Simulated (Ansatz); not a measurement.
`O[SiH2]F` + `[OH][AlH2]` → `O[SiH2][O][AlH2]` + H–F at 600 K and 1 bar (ligand exchange at the Si–F bond).

Isolated molecules relaxed with PBE0-D4/def2-TZVP in Ansatz; ΔE leaves out vibrations. CCSD(T)/CBS adds triple-zeta CCSD(T) − MP2 to the extrapolated MP2 energy (def2 sets, frozen cores). This one scheme is used for every species. One conformer a species, not always the lowest.

| species | CCSD(T)/CBS energy (Eh) | H − E (kJ/mol) | S (J/(mol·K)) |
| --- | --- | --- | --- |
| `O[SiH2]F` | -465.96250 | 127.7 | 331.4 |
| `[OH][AlH2]` | -319.03157 | 103.2 | 300.4 |
| `O[SiH2][O][AlH2]` | -684.59104 | 190.8 | 449.1 |
| H–F | -100.39570 | 42.3 | 194.0 |

H − E and S are ideal-gas, rigid-rotor, harmonic terms from PBE0-D4/def2-TZVP, for one conformer and one mirror image of each species. 1 Eh = 2625.50 kJ/mol, R = 8.31446 J/(mol·K).

Task: By hand: ΔE, ΔH, ΔS and ΔG.

Result: ΔE = (-684.59104) + (-100.39570) − (-465.96250) − (-319.03157) = 0.00733 Eh = 19.2 kJ/mol. Δ(H − E) = 190.8 + 42.3 − 127.7 − 103.2 = 2.2, so ΔH = 21.4 kJ/mol. ΔS = 449.1 + 194.0 − 331.4 − 300.4 = 11.3 J/(mol·K). ΔG = 21.4 − 600 × (11.3)/1000 = 14.6 kJ/mol.

Task: By hand: the equilibrium constant, and the temperature at which ΔG would vanish if ΔH and ΔS stayed fixed.

Result: log₁₀ K = −ΔG/(RT ln 10) = -1.3. ΔG = 0 at ΔH/ΔS = 1894 K, though so small a ΔS makes that figure unsure.

The number of gas molecules stays the same, so ΔS is small and ΔH decides. A doubt of 5 kJ/mol in ΔE shifts log₁₀ K by 0.4 here. Other conformers and mirror images would add mixing entropy, several J/(mol·K) or more a flexible species. Modes under 60 cm⁻¹, often nearly free rotors, make the harmonic entropy too high. These are equilibria of isolated gas molecules and say nothing of rates. Largest T1 diagnostic: 0.012 (customary marks: 0.02 for closed shells, 0.045 for open ones).
